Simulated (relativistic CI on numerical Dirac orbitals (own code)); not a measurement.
Level scheme of Re8+

Calculated at this level of theory: Dirac-Coulomb-Breit CI, separate exchange-only KLI orbitals for each configuration, QED by a radiative potential, unscaled Slater integrals (own radial code, finite nucleus).

Configurations in the expansion (outside the closed core [Kr] 4d10): 4f14.5s2.5p5, 4f13.5s2.5p6, 4f14.5s.5p6, 4f14.5s2.5p4.5d, 4f13.5s2.5p5.5d, 4f14.5s.5p5.5d, 4f14.5s2.5p4.5f, 4f14.5s2.5p4.6s, 4f14.5s2.5p4.5g, 4f13.5s2.5p5.6s, 4f14.5s.5p5.5f, 4f14.5s2.5p4.6p, 4f13.5s2.5p5.6p, 4f14.5s.5p5.5g, 4f14.5p6.5d, 4f13.5s2.5p5.5f, 4f14.5s2.5p3.5d.6p, 4f14.5s2.5p4.6d, 4f13.5s2.5p5.6d, 4f14.5s2.5p3.5d2, 4f14.5s2.5p2.5d3, 4f13.5s2.5p3.5d3, 4f14.5s.5p3.5d3, 4f14.5s2.5p2.5d2.5f, 4f14.5p5.5d2, 4f13.5p6.5d2, 4f14.5p4.5d3, 4f13.5p5.5d3, 4f14.5p4.5d2.5f, 4f14.5s2.5p3.6s2, 4f14.5s2.5p2.5d.6s2, 4f13.5s2.5p3.5d.6s2, 4f14.5s.5p3.5d.6s2, 4f14.5s2.5p2.5f.6s2. Double excitations out of closed p, d and f shells are left out; levels of such configurations are missing from the list, as are those of other unlisted configurations, and high levels can miss mixing partners. These lack a partner that the ground configuration has and come out too high: 4f14.5s2.5p4.6s, 4f14.5s2.5p4.5g, 4f13.5s2.5p5.6s, 4f14.5s.5p5.5f, 4f14.5s2.5p4.6p.

The lowest level is 4f14.5s2.5p5 2P°_3/2, with 98 % of that term; Hund's rules for 4f14.5s2.5p5 give 2P° with J = 3/2, in agreement.

| No. | Configuration | Term | J | E (cm⁻¹) | % | Next component (%) | Landé g |
| --- | --- | --- | --- | --- | --- | --- | --- |
| 1 | 4f14.5s2.5p5 | 2P° | 3/2 | 0 | 98 | 1 4f14.5s2.5p3.5d2 2P° | 1.333 |
| 2 | 4f13.5s2.5p6 | 2F° | 7/2 | 70882 | 100 |  | 1.141 |
| 3 | 4f13.5s2.5p6 | 2F° | 5/2 | 90315 | 100 |  | 0.855 |
| 4 | 4f14.5s2.5p5 | 2P° | 1/2 | 99023 | 98 | 1 4f14.5s2.5p3.5d2 2P° | 0.665 |
| 5 | 4f14.5s.5p6 | 2S | 1/2 | 346728 | 52 | 32 4f14.5s2.5p4.5d 2S | 2.065 |
| 6 | 5p4(3P).5d | 4D | 3/2 | 361386 | 46 | 28 2D | 1.173 |
| 7 | 5p4(3P).5d | 4D | 5/2 | 362439 | 59 | 15 2D | 1.288 |
| 8 | 5p4(3P).5d | 4D | 7/2 | 368300 | 51 | 29 4F | 1.308 |
| 9 | 5p4(1D).5d | 2P | 1/2 | 368850 | 54 | 27 4D | 0.784 |
| 10 | 5p4(3P).5d | 4F | 9/2 | 378985 | 71 | 25 2G | 1.274 |
| 11 | 5p4(3P).5d | 2F | 7/2 | 381756 | 51 | 28 2G | 1.106 |
| 12 | 5p4(1S).5d | 2D | 3/2 | 392050 | 51 | 18 4P | 0.959 |
| 13 | 5p4(1S).5d | 2D | 5/2 | 412629 | 44 | 20 4P | 1.238 |
| 14 | 4f13.5s2.5p5.5d | 4D | 7/2 | 413218 | 61 | 20 4F | 1.308 |
| 15 | 5p4(3P).5d | 4P | 1/2 | 415418 | 47 | 19 4f14.5s.5p6 2S | 2.015 |
| 16 | 5p4(1D).5d | 2D | 3/2 | 417284 | 31 | 19 4F | 1.012 |
| 17 | 4f13.5s2.5p5.5d | 4P | 5/2 | 419773 | 22 | 14 4f14.5s2.5p4.5d 4F | 1.240 |
| 18 | 4f13.5s2.5p5.5d | 2G | 7/2 | 420785 | 37 | 26 4D | 1.086 |
| 19 | 4f13.5s2.5p5.5d | 4G | 9/2 | 422411 | 44 | 20 4F | 1.147 |
| 20 | 4f13.5s2.5p5.5d | 4D | 5/2 | 423835 | 25 | 13 4F | 1.189 |
| 21 | 4f13.5s2.5p5.5d | 2P | 3/2 | 428584 | 45 | 24 4S | 1.439 |
| 22 | 4f13.5s2.5p5.5d | 4P | 5/2 | 429420 | 25 | 22 2D | 1.217 |
| 23 | 4f13.5s2.5p5.5d | 4D | 7/2 | 430189 | 47 | 20 4F | 1.250 |
| 24 | 4f13.5s2.5p5.5d | 4H | 11/2 | 430571 | 38 | 26 2H | 1.115 |
| 25 | 4f13.5s2.5p5.5d | 4I | 13/2 | 432963 | 50 | 35 2I | 1.114 |
| 26 | 4f13.5s2.5p5.5d | 2H | 9/2 | 434460 | 37 | 24 4F | 1.075 |
| 27 | 4f13.5s2.5p5.5d | 4I | 15/2 | 435336 | 99 | 1 4f13.5s2.5p3.5d3 4I | 1.199 |
| 28 | 4f13.5s2.5p5.5d | 4G | 5/2 | 435442 | 61 | 13 2F | 0.755 |
| 29 | 4f13.5s2.5p5.5d | 4F | 9/2 | 437461 | 57 | 26 4G | 1.243 |
| 30 | 4f13.5s2.5p5.5d | 2S | 1/2 | 438427 | 32 | 27 2P | 1.364 |
| 31 | 4f13.5s2.5p5.5d | 4D | 3/2 | 439143 | 40 | 19 2D | 1.107 |
| 32 | 4f13.5s2.5p5.5d | 4G | 11/2 | 439731 | 62 | 28 2H | 1.204 |
| 33 | 4f13.5s2.5p5.5d | 2F | 7/2 | 439853 | 29 | 27 4D | 1.156 |
| 34 | 4f13.5s2.5p5.5d | 2F | 5/2 | 440011 | 38 | 26 2D | 1.098 |
| 35 | 4f13.5s2.5p5.5d | 4H | 13/2 | 440019 | 83 | 15 2I | 1.205 |
| 36 | 4f13.5s2.5p5.5d | 2D | 3/2 | 440094 | 38 | 18 4S | 1.175 |
| 37 | 4f13.5s2.5p5.5d | 4F | 9/2 | 440257 | 46 | 26 2G | 1.168 |
| 38 | 4f13.5s2.5p5.5d | 4G | 11/2 | 440527 | 60 | 27 2H | 1.194 |
| 39 | 4f13.5s2.5p5.5d | 4D | 5/2 | 441629 | 37 | 36 2D | 1.204 |
| 40 | 4f13.5s2.5p5.5d | 4G | 7/2 | 442660 | 39 | 27 2F | 0.975 |
| 41 | 5p4(3P).5d | 4D | 1/2 | 444172 | 25 | 24 4f13.5s2.5p5.5d 4P | 1.185 |
| 42 | 4f13.5s2.5p5.5d | 4G | 5/2 | 444389 | 24 | 21 4F | 1.012 |
| 43 | 4f13.5s2.5p5.5d | 2G | 7/2 | 444404 | 41 | 19 2F | 1.008 |
| 44 | 4f13.5s2.5p5.5d | 2H | 11/2 | 444571 | 42 | 20 4I | 1.101 |
| 45 | 4f13.5s2.5p5.5d | 4F | 3/2 | 446473 | 35 | 29 2D | 0.945 |
| 46 | 4f13.5s2.5p5.5d | 4H | 9/2 | 448503 | 41 | 27 2G | 0.985 |
| 47 | 4f13.5s2.5p5.5d | 2P | 1/2 | 450132 | 26 | 25 4f14.5s2.5p4.5d 4D | 0.581 |
| 48 | 4f13.5s2.5p5.5d | 2P | 3/2 | 451466 | 28 | 23 2D | 1.082 |
| 49 | 4f13.5s2.5p5.5d | 2F | 7/2 | 452007 | 53 | 15 4F | 1.111 |
| 50 | 4f13.5s2.5p5.5d | 2G | 9/2 | 452816 | 46 | 19 4G | 1.129 |
| 51 | 4f13.5s2.5p5.5d | 2F | 5/2 | 453279 | 37 | 20 4G | 0.948 |
| 52 | 4f13.5s2.5p5.5d | 4D | 1/2 | 454739 | 45 | 44 2P | 0.469 |
| 53 | 4f13.5s2.5p5.5d | 4D | 3/2 | 455332 | 30 | 21 4P | 1.285 |
| 54 | 4f13.5s2.5p5.5d | 2D | 5/2 | 455932 | 29 | 27 4D | 1.229 |
| 55 | 4f13.5s2.5p5.5d | 2F | 7/2 | 456213 | 33 | 25 4F | 1.129 |
| 56 | 4f13.5s2.5p5.5d | 4H | 11/2 | 456777 | 29 | 25 2H | 1.062 |
| 57 | 4f13.5s2.5p5.5d | 4G | 7/2 | 457779 | 37 | 17 2G | 1.020 |
| 58 | 4f13.5s2.5p5.5d | 2G | 9/2 | 458136 | 34 | 28 4G | 1.111 |
| 59 | 4f13.5s2.5p5.5d | 2I | 13/2 | 458685 | 49 | 39 4H | 1.139 |
| 60 | 4f13.5s2.5p5.5d | 2D | 3/2 | 460233 | 32 | 25 4D | 0.999 |
| 61 | 4f13.5s2.5p5.5d | 2I | 11/2 | 460757 | 37 | 26 2H | 1.037 |
| 62 | 4f13.5s2.5p5.5d | 4D | 1/2 | 461488 | 37 | 24 4P | 0.904 |
| 63 | 4f13.5s2.5p5.5d | 2F | 7/2 | 461731 | 42 | 18 4G | 1.044 |
| 64 | 4f13.5s2.5p5.5d | 4F | 3/2 | 462597 | 33 | 12 4f14.5s2.5p4.5d 2P | 0.915 |
| 65 | 4f13.5s2.5p5.5d | 2D | 5/2 | 462847 | 34 | 20 4F | 1.133 |
| 66 | 4f13.5s2.5p5.5d | 2H | 9/2 | 463705 | 34 | 32 2G | 1.067 |
| 67 | 4f13.5s2.5p5.5d | 4P | 3/2 | 464249 | 29 | 21 2P | 1.290 |
| 68 | 4f13.5s2.5p5.5d | 4F | 5/2 | 465138 | 33 | 24 4G | 0.974 |
| 69 | 4f13.5s2.5p5.5d | 2I | 13/2 | 465758 | 44 | 38 4H | 1.141 |
| 70 | 4f13.5s2.5p5.5d | 2P | 1/2 | 465994 | 44 | 24 2S | 1.154 |

Energies count from the lowest computed level; ° marks odd parity. Percentages are summed over parent terms; the parents shown are those of the largest component, closed shells are left out there.

The mean weight of the leading LS term, summed over parents, in these 70 levels is 46 %, and that of the leading jj configuration (from the same eigenvectors) 68 %, so jj coupling describes them better and the LS labels are nominal.

At this charge configurations can still be misplaced by up to about 7 % of their energy. Levels and lines within the n = 5 or 6 shells can be off by up to 10 % or somewhat more, and those that change n by about 2 %, since core polarisation is missing. Levels that differ in their count of f electrons can be misplaced by several ten thousand cm⁻¹, since the correlation energy of f electrons is missing or only estimated; rates across such gaps can be off by orders of magnitude.

LS names give the leading component of a level, which can be under half, so a name can repeat, a term be missing and a line seem to break the LS rules.
